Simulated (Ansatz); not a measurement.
`FB(F)OCC(F)(F)F`, relaxed with RKS PBE0-D4/def2-TZVP in Ansatz 0.2.0 from a PBE-D4/def2-SVP geometry. The force threshold is 0.005 eV/Å; the program also tests the step.

The species carries charge 0 and has multiplicity 1.

Start:

```xyz
11

F    -1.636    0.231   -2.612
B    -1.276   -0.175   -1.401
F    -1.498   -1.444   -1.050
O    -0.728    0.729   -0.546
C    -0.227    0.326    0.711
C     1.265    0.019    0.611
F     1.980    1.104    0.259
F     1.719   -0.419    1.806
F     1.497   -0.945   -0.311
H    -0.361    1.156    1.433
H    -0.735   -0.581    1.100
```

**Question.** How much energy does the relaxation release, and in how many steps? (Best estimate.)

**Answer.** The calculation gave: 1.09 kcal/mol, in 11 steps, 1 of them rejected.

**Question.** Which bonds change most? (Best estimate.)

**Answer.** The calculation gave: C6–F9 from 1.354 to 1.337 Å; C5–H11 from 1.110 to 1.092 Å; C5–H10 from 1.108 to 1.091 Å; C6–F7 from 1.346 to 1.332 Å.

**Question.** Give the relaxed structure. (Best estimate.)

**Answer.** Ansatz gave: 
```xyz
11

F    -1.674    0.256   -2.594
B    -1.314   -0.165   -1.402
F    -1.621   -1.400   -1.040
O    -0.667    0.687   -0.581
C    -0.205    0.292    0.683
C     1.287    0.029    0.631
F     1.975    1.112    0.276
F     1.714   -0.357    1.837
F     1.578   -0.941   -0.242
H    -0.380    1.104    1.390
H    -0.693   -0.617    1.042
```
